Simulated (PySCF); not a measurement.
## Shifts of the heteroatoms

Atoms are numbered as in `[CH3:1][C@@H:2]([OH:3])[C@H:4]1[CH2:5][CH2:6][SiH2:7]1`. Each H is labelled by its parent atom. Ha(C5), Ha(C6), Ha(Si7) are cis to C2 on the ring; Hb(C5), Hb(C6), Hb(Si7) are trans to C2 on the ring.

Calculated, not measured (PySCF 2.14): geometry from GFN2-xTB, σ from GIAO-PBE0/pcSseg-1. Single conformer, averaged over atoms made equivalent by symmetry, fast rotation or ring inversion, non-relativistic, in vacuum.

(1) What are the $^{29}$Si shifts?

(2) Predict the $^{17}$O NMR data.

## Answers

(1) 
| atoms | environment | σ (ppm) | δ (ppm) |
| --- | --- | --- | --- |
| Si7 | silicon bonded to 2 C, 2 H, in a 4-membered ring | 382.0 | -34.0 |

Shieldings were converted by a linear fit to measured shifts: $^{29}$Si: δ = 279.94 − 0.822σ (rms 8.9 ppm, 72 shifts, 25.8 ppm with the 6 outliers that the fit left out vs TMS, solution or neat liquid). Occasional misses reach two or three times the rms, and more in compound classes unlike the fitted ones.

On a 500 MHz spectrometer $^{29}$Si resonates near 99.3 MHz, so 1 ppm is 99.3 Hz.

(2) 
| atoms | environment | σ (ppm) | δ (ppm) |
| --- | --- | --- | --- |
| O3 | alcohol oxygen | 251.4 | 37.7 |

Shieldings were converted by a linear fit to measured shifts: $^{17}$O: δ = 266.70 − 0.911σ (rms 10.7 ppm, 155 shifts, 12.2 ppm with the 3 outliers that the fit left out vs liquid water, solution or neat liquid). Occasional misses reach two or three times the rms, and more in compound classes unlike the fitted ones.

On a 500 MHz spectrometer $^{17}$O resonates near 67.8 MHz, so 1 ppm is 67.8 Hz.
